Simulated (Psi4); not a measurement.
C₄H₁₀BrFSi (SMILES CC[Si](F)(Br)CC), singlet, geometry from GFN2-xTB, atoms displaced at random by about 0.08 Å a coordinate; B3LYP/STO-3G, gradient (Psi4 1.11).

Here is a job for Psi4.
```
memory 2 GB

molecule {
0 1
  C     2.61662643   -0.80158620   -0.78814539
  C     1.30113311   -1.27141602   -1.09852407
  Si   -0.01772347    0.23851062   -0.67808330
  F     0.51279967    1.58775106   -1.30756586
  Br    0.07631183    0.36230571    1.49554423
  C    -1.90332292   -0.23791974   -0.96022725
  C    -2.63903687   -1.35685270   -0.57323413
  H     2.84764648    0.14700965   -1.29016124
  H     2.70596637   -0.78962661    0.19910246
  H     3.32025970   -1.57309491   -1.19449484
  H     0.88820226   -2.22149614   -0.78809130
  H     1.04143052   -1.36211750   -2.33406266
  H    -2.58259977    0.67881121   -1.00946175
  H    -1.84697742   -0.34573380   -2.31075914
  H    -2.03871731   -2.20916162   -0.75014112
  H    -2.50163214   -1.17691028    0.79252738
  H    -3.55164328   -1.51080161   -0.74209496
symmetry c1
no_reorient
no_com
}

set basis sto-3g

gradient('b3lyp')
print_variables()
```

What does Psi4 print? Leave out banner, timings and long lists.


```
gradient() will perform analytic gradient computation.

   => Loading Basis Set <=

    Name: STO-3G
    Role: ORBITAL
    Keyword: BASIS

         ---------------------------------------------------------
                                   SCF
               by Justin Turney, Rob Parrish, Andy Simmonett
                          and Daniel G. A. Smith
                              RKS Reference
         ---------------------------------------------------------

  ==> Geometry <==

    Molecular point group: c1
    Full point group: C1

    Geometry (in Angstrom), charge = 0, multiplicity = 1:

       Center              X                  Y                   Z               Mass
    ------------   -----------------  -----------------  -----------------  -----------------
         C            2.616626430000    -0.801586200000    -0.788145390000    12.000000000000
         C            1.301133110000    -1.271416020000    -1.098524070000    12.000000000000
         SI          -0.017723470000     0.238510620000    -0.678083300000    27.976926534650
         F            0.512799670000     1.587751060000    -1.307565860000    18.998403162730
         BR           0.076311830000     0.362305710000     1.495544230000    78.918337600000
         C           -1.903322920000    -0.237919740000    -0.960227250000    12.000000000000
         C           -2.639036870000    -1.356852700000    -0.573234130000    12.000000000000
         H            2.847646480000     0.147009650000    -1.290161240000     1.007825032230
         H            2.705966370000    -0.789626610000     0.199102460000     1.007825032230
         H            3.320259700000    -1.573094910000    -1.194494840000     1.007825032230
         H            0.888202260000    -2.221496140000    -0.788091300000     1.007825032230
         H            1.041430520000    -1.362117500000    -2.334062660000     1.007825032230
         H           -2.582599770000     0.678811210000    -1.009461750000     1.007825032230
         H           -1.846977420000    -0.345733800000    -2.310759140000     1.007825032230
         H           -2.038717310000    -2.209161620000    -0.750141120000     1.007825032230
         H           -2.501632140000    -1.176910280000     0.792527380000     1.007825032230
         H           -3.551643280000    -1.510801610000    -0.742094960000     1.007825032230

  Running in c1 symmetry.

  Rotational constants: A =      0.04191  B =      0.04073  C =      0.02867 [cm^-1]
  Rotational constants: A =   1256.52522  B =   1221.19871  C =    859.38769 [MHz]
  Nuclear repulsion =  647.973064929959264

  Charge       = 0
  Multiplicity = 1
  Electrons    = 92
  Nalpha       = 46
  Nbeta        = 46

  ==> Algorithm <==

  SCF Algorithm Type is DF.
  DIIS enabled.
  MOM disabled.
  Fractional occupation disabled.
  Guess Type is SAD.
  Energy threshold   = 1.00e-08
  Density threshold  = 1.00e-08
  Integral threshold = 1.00e-12

  ==> Primary Basis <==

  Basis Set: STO-3G
    Blend: STO-3G
    Number of shells: 38
    Number of basis functions: 62
    Number of Cartesian functions: 63
    Spherical Harmonics?: true
    Max angular momentum: 2

  ==> DFT Potential <==

   => LibXC <=

    Version 7.1.2
    S. Lehtola, C. Steigemann, M. J. T. Oliveira, and M. A. L. Marques,  SoftwareX 7, 1–5 (2018) (10.1016/j.softx.2017.11.002)

   => Composite Functional: B3LYP <=

    B3LYP Hyb-GGA Exchange-Correlation Functional

    P. J. Stephens, F. J. Devlin, C. F. Chabalowski, and M. J. Frisch,  J. Phys. Chem. 98, 11623 (1994) (10.1021/j100096a001)

    Deriv               =              1
    GGA                 =           TRUE
    Meta                =          FALSE

    Exchange Hybrid     =           TRUE
    MP2 Hybrid          =          FALSE

   => Exchange Functionals <=

    0.0800   Slater exchange
    0.7200         Becke 88

   => Exact (HF) Exchange <=

    0.2000               HF

   => Correlation Functionals <=

[...]
  @DF-RKS Final Energy: -3086.98758837876630
    Total Energy =                      -3086.9875883787663042
[...]
         H           -3.551643280000    -1.510801610000    -0.742094960000     1.007825032230

  Nuclear repulsion =  647.973064929959264

  ==> Basis Set <==

  Basis Set: STO-3G
    Blend: STO-3G
    Number of shells: 38
    Number of basis functions: 62
    Number of Cartesian functions: 63
    Spherical Harmonics?: true
    Max angular momentum: 2

  ==> DFJKGrad: Density-Fitted SCF Gradients <==

    Gradient:                    1
    J tasked:                  Yes
    K tasked:                  Yes
    wK tasked:                  No
    Integrals threads:           1
    Schwarz Cutoff:          1E-12
    Fitting Condition:       1E-10

   => Auxiliary Basis Set <=

  Basis Set: (STO-3G AUX)
    Blend: DEF2-UNIVERSAL-JKFIT
    Number of shells: 283
    Number of basis functions: 951
    Number of Cartesian functions: 1175
    Spherical Harmonics?: true
    Max angular momentum: 5

  ==> DFT Potential <==

   => LibXC <=

    Version 7.1.2
    S. Lehtola, C. Steigemann, M. J. T. Oliveira, and M. A. L. Marques,  SoftwareX 7, 1–5 (2018) (10.1016/j.softx.2017.11.002)

   => Composite Functional: B3LYP <=

    B3LYP Hyb-GGA Exchange-Correlation Functional

    P. J. Stephens, F. J. Devlin, C. F. Chabalowski, and M. J. Frisch,  J. Phys. Chem. 98, 11623 (1994) (10.1021/j100096a001)

    Deriv               =              1
    GGA                 =           TRUE
    Meta                =          FALSE

    Exchange Hybrid     =           TRUE
    MP2 Hybrid          =          FALSE

   => Exchange Functionals <=

    0.0800   Slater exchange
    0.7200         Becke 88

   => Exact (HF) Exchange <=

    0.2000               HF

   => Correlation Functionals <=

    0.1900   Vosko, Wilk & Nusair (VWN5_RPA)
    0.8100   Lee, Yang & Parr

   => LibXC Density Thresholds  <==

    XC_HYB_GGA_XC_B3LYP:  1.00E-15

   => Molecular Quadrature <=

    Radial Scheme          =       TREUTLER
    Pruning Scheme         =           NONE
    Nuclear Scheme         =       TREUTLER

    Blocking Scheme        =         OCTREE
    BS radius alpha        =              1
    Pruning alpha          =              1
    Radial Points          =             75
    Spherical Points       =            302
    Total Points           =         356588
    Total Blocks           =           2680
    Max Points             =            256
    Max Functions          =             56
    Weights Tolerance      =       1.00E-15

  -Total Gradient:
     Atom            X                  Y                   Z
    ------   -----------------  -----------------  -----------------
       1       -0.070468388980     0.028748215080     0.106261550153
       2        0.162975068072    -0.037863697717     0.130021406842
       3        0.017307458058     0.098281551828    -0.022926963677
       4       -0.005342536387    -0.033315910648     0.021875648902
       5       -0.004013043297    -0.008608702501    -0.031935447072
       6       -0.037777890877    -0.141267792603     0.211290800078
       7       -0.171999056523     0.027667895966    -0.227084417774
       8       -0.001272363280    -0.003436243638    -0.007551203449
       9       -0.022528037260    -0.014263359174    -0.114357948515
      10       -0.004535468512    -0.014859404651    -0.009439507558
      11       -0.009232754814     0.011809941049    -0.024478373706
      12       -0.031352481568    -0.006619531603    -0.072085264764
      13       -0.022094391791     0.011938278413    -0.018294246323
      14       -0.001449360922    -0.006501637253    -0.083939996158
      15       -0.009013626069     0.041194867004     0.005010927858
      16        0.023723016794     0.029650331353     0.092543699860
      17        0.187155380933     0.017687569534     0.044714094735

  Variable Map:
  ----------------------------------------------------------------------------
[...]
  Array Variable Map:
  ----------------------------------------------------------------------------
[...]
[...]
```
